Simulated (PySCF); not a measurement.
C₂H₄ClFSi₂, SMILES C#C[SiH2][Si@H](F)Cl.

The structure is a stationary point at B3LYP-D3(BJ)/def2-SVP. The structure was generated by enumeration; whether it is a known compound was not checked. Other conformers were not sampled.

The numbers are results of PBE/def2-TZVP in PySCF, not measurements.

total energy: -1217.11821 hartree
highest occupied level: -6.89 eV
lowest empty level: -1.74 eV
orbital gap: 5.16 eV
dipole moment: 1.29 D
quadrupole, principal values (traceless, Buckingham form, about the centre of nuclear charge): -7.19, -4.07, 11.26 D·Å
mean static polarisability: 87.8 bohr³ (13.00 Å³)
polarisability, principal values: 67.6, 88.8, 106.8 bohr³
